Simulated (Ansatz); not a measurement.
`[SiH3]SC1CO1`, relaxed with RKS PBE0-D4/def2-TZVP in Ansatz 0.2.0 from a PBE-D4/def2-SVP geometry. The force threshold is 0.005 eV/Å; the program also tests the step.

The species carries charge 0 and has multiplicity 1.

Start:

```xyz
11

Si    1.899    0.662   -0.783
S     0.778   -1.096   -0.203
C    -0.598   -0.250    0.640
C    -1.959   -0.797    0.496
O    -1.568    0.425   -0.139
H     3.226    0.151   -1.263
H     2.086    1.563    0.410
H     1.228    1.439   -1.880
H    -0.298    0.265    1.574
H    -2.682   -0.702    1.328
H    -2.112   -1.661   -0.179
```

How much energy does the relaxation release, and in how many steps? (An estimate is asked.)

Ansatz gave: 5.69 kJ/mol, in 11 steps, 1 of them rejected.

Which bonds change most? (Estimate.)

The calculation gave: S2–C3 from 1.822 to 1.790 Å; Si1–S2 from 2.164 to 2.137 Å; C4–H11 from 1.107 to 1.087 Å; C3–H9 from 1.108 to 1.087 Å.

Give the relaxed structure. (Estimate.)

Computed: 
```xyz
11

Si    1.899    0.661   -0.758
S     0.751   -1.063   -0.232
C    -0.605   -0.234    0.590
C    -1.941   -0.811    0.511
O    -1.604    0.373   -0.196
H     3.188    0.138   -1.272
H     2.123    1.499    0.450
H     1.229    1.479   -1.798
H    -0.316    0.330    1.473
H    -2.632   -0.681    1.340
H    -2.092   -1.691   -0.108
```
